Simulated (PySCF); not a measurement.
## Calculated data, BGeH4N2, BGeH5NSi, BGeH4NSi, BClGeH2N

Computed with PySCF 2.14.0. Calculation on a computer-drawn molecule: optimised geometry and harmonic frequencies of an isolated molecule of the commonest isotopes, restricted reference for singlets and unrestricted otherwise, frozen core in MP2; on germanium a core potential holds 10 electrons, which the energies leave out, and 3d is frozen in MP2 and coupled-cluster steps.

Common to all runs: method HF; basis and core potential on germanium cc-pVDZ-PP ECP10MDF.

```json
{"entry": 1, "formula": "BGeH4N2", "start_structure": {"atoms_angstrom": [["N", -0.1211, 3.8109, -3.1504], ["B", -0.2542, 3.1169, -2.1623], ["N", -0.3539, 2.3487, -0.9601], ["Ge", 0.572, 0.9125, -0.3824], ["H", -0.053, 4.2825, -4.0058], ["H", -0.8462, 2.8626, -0.2554], ["H", -0.5556, 0.2717, 0.4593], ["H", 0.5441, 0.119, -1.718]]}, "given": {"charge": 0, "multiplicity": 2, "basis": "cc-pVDZ", "drawn_bonds_atom": [1, 2, 3, 1, 3, 4, 4], "drawn_bonds_other_atom": [2, 3, 4, 5, 6, 7, 8], "drawn_bonds_order": [2, 1, 1, 1, 1, 1, 1]}, "results": {"optimised_atom_element": ["N", "B", "N", "Ge", "H", "H", "H", "H"], "optimised_atom_x [angstrom]": [-0.03221, -0.2438, -0.4189, 0.4395, -0.08178, -0.8871, -0.4769, 0.6334], "optimised_atom_y [angstrom]": [3.814, 3.177, 2.459, 0.8806, 4.211, 2.949, 0.1535, 0.08179], "optimised_atom_z [angstrom]": [-3.16, -2.12, -0.9333, -0.471, -4.058, -0.1937, 0.5279, -1.766], "modes_frequency [cm^-1]": [96.82, 99.84, 134.2, 319.8, 465.7, 494.3, 518.6, 611.0, 750.5, 775.7, 901.1, 1065, 1331, 2121, 2168, 2202, 3809, 4101], "modes_reduced_mass [dalton]": [1.255, 1.297, 4.87, 1.172, 3.972, 1.514, 4.442, 1.533, 1.252, 1.608, 1.028, 3.255, 1.43, 5.778, 1.067, 1.03, 1.075, 1.098], "rotational_constants [GHz]": [26.31, 1.898, 1.784], "total_energy [hartree]": -429.3092, "spin_squared": 0.7549, "convergence_status_largest_gradient_component [hartree/bohr]": 1.067e-05}}
{"entry": 2, "formula": "BGeH5NSi", "start_structure": {"atoms_angstrom": [["N", 1.5509, -0.3655, 1.584], ["B", 0.7403, -0.3359, 0.6685], ["Si", -0.5826, -0.3468, -0.7969], ["Ge", -2.2326, 1.522, -0.1838], ["H", 2.2104, -0.3527, 2.3314], ["H", -0.2201, 0.146, -2.1305], ["H", -1.5523, -1.368, -0.8813], ["H", -2.1399, 3.1177, -0.4903], ["H", -3.5231, 1.6224, 0.6009]]}, "given": {"charge": 1, "multiplicity": 1, "basis": "cc-pV(D+d)Z", "drawn_bonds_atom": [1, 2, 3, 1, 3, 3, 4, 4], "drawn_bonds_other_atom": [2, 3, 4, 5, 6, 7, 8, 9], "drawn_bonds_order": [2, 1, 1, 1, 1, 1, 1, 1]}, "results": {"rotational_constants [GHz]": null, "total_energy [hartree]": null}}
{"entry": 3, "formula": "BGeH4NSi", "start_structure": {"atoms_angstrom": [["N", -1.4932, 1.4211, 0.9696], ["B", -0.7849, 1.3509, -0.1003], ["Si", 0.2389, 1.4743, -1.724], ["Ge", 0.4756, 3.6896, -2.5894], ["H", -2.0062, 1.3244, 1.7443], ["H", 1.5773, 0.9637, -1.4717], ["H", -0.2538, 0.6034, -2.7334], ["H", -1.1567, 3.7519, -2.8269]]}, "given": {"charge": 0, "multiplicity": 1, "basis": "cc-pV(D+d)Z", "drawn_bonds_atom": [1, 2, 3, 1, 3, 3, 4], "drawn_bonds_other_atom": [2, 3, 4, 5, 6, 7, 8], "drawn_bonds_order": [2, 1, 1, 1, 1, 1, 1]}, "results": {"rotational_constants [GHz]": null}}
{"entry": 4, "formula": "BClGeH2N", "start_structure": {"atoms_angstrom": [["N", -0.6357, -1.2795, -0.7034], ["B", -0.3572, -0.5591, 0.1891], ["Ge", 0.045, 0.6505, 1.8061], ["Cl", -1.2584, 1.9234, 2.4104], ["H", -0.7676, -1.8681, -1.5003], ["H", 1.3981, 0.5881, 2.5397]]}, "given": {"charge": 1, "multiplicity": 1, "basis": "cc-pV(D+d)Z", "drawn_bonds_atom": [1, 2, 3, 1, 3], "drawn_bonds_other_atom": [2, 3, 4, 5, 6], "drawn_bonds_order": [2, 1, 1, 1, 1]}, "results": {"rotational_constants [GHz]": null, "total_energy [hartree]": null}}
```

Question: BGeH5NSi (entry 2): rotational constants?
Answer: 5.954, 1.59, 1.295 GHz

Question: Give the missing total energy for BGeH5NSi (entry 2).
Answer: -664.0926 hartree

Question: BGeH4NSi (entry 3): rotational constants?
Answer: 7.131, 1.373, 1.179 GHz

Question: What rotational constants does the calculation give for BClGeH2N (entry 4)?
Answer: 9.432, 1.892, 1.576 GHz

Question: Estimate the total energy of BClGeH2N (entry 4).
Answer: -832.9344 hartree

Further results for BGeH5NSi (entry 2):

* convergence status largest gradient component: 1.679e-05 hartree/bohr

Optimised structure:
```xyz
9
BGeH5NSi
N      1.3397    -0.1890     1.5649
B      0.6160    -0.3094     0.5898
Si    -0.6982    -0.3111    -0.9031
Ge    -2.0924     1.5427    -0.1179
H      1.9649    -0.1448     2.3317
H     -0.1820     0.1336    -2.2033
H     -1.6030    -1.4660    -0.9500
H     -1.8242     3.0048    -0.4418
H     -3.2697     1.3783     0.8316
```

Modes:
```
frequency (cm⁻¹)  reduced mass (dalton)
            48.3                  6.594
            90.4                  1.032
             242                  2.682
           285.9                  7.974
           362.8                  1.033
           363.2                  5.218
           550.6                  5.424
           584.8                  1.353
           621.3                  1.207
           654.8                  1.217
             678                  1.225
             710                  1.105
           787.2                  1.129
           960.8                  1.038
           993.7                   1.05
            2119                  7.513
            2287                  1.016
            2306                  1.026
            2380                  1.027
            2402                  1.056
            4024                  1.107
```

Further results for BGeH4NSi (entry 3):

* total energy: -663.7576 hartree
* convergence status largest gradient component: 3.479e-05 hartree/bohr

Optimised structure:
```xyz
8
BGeH4NSi
N     -1.4704     1.3943     0.9466
B     -0.7957     1.3634    -0.0812
Si     0.3065     1.4293    -1.7596
Ge     0.3769     3.8131    -2.4631
H     -2.0128     1.3889     1.7695
H      1.6528     0.8903    -1.4487
H     -0.3222     0.5526    -2.7786
H     -1.1381     3.7474    -2.9168
```

Modes:
```
frequency (cm⁻¹)  reduced mass (dalton)
           55.57                  6.726
           146.3                    1.1
           267.6                  2.644
           289.8                    8.3
           365.2                  4.717
           425.8                  1.115
           532.1                  7.425
           546.4                   1.24
           557.3                  1.226
           664.3                  1.264
             735                  1.137
           807.6                   1.13
            1018                  1.049
            2012                  1.022
            2066                  7.672
            2293                  1.041
            2298                   1.04
            4081                  1.102
```

Further results for BClGeH2N (entry 4):

* convergence status largest gradient component: 2.163e-05 hartree/bohr

Optimised structure:
```xyz
6
BClGeH2N
N     -0.6023    -1.2850    -0.7337
B     -0.3508    -0.5676     0.2100
Ge     0.1042     0.6045     1.7797
Cl    -1.3028     1.9617     2.4277
H     -0.8150    -1.8697    -1.5079
H      1.3909     0.6114     2.5659
```

Modes:
```
frequency (cm⁻¹)  reduced mass (dalton)
           97.15                  8.424
           206.5                  3.394
             322                  6.335
           457.6                  11.42
             537                  30.43
           540.5                  1.235
           693.9                  1.232
           749.2                  1.242
           776.9                  1.049
            2158                  7.276
            2357                  1.023
            3989                  1.111
```
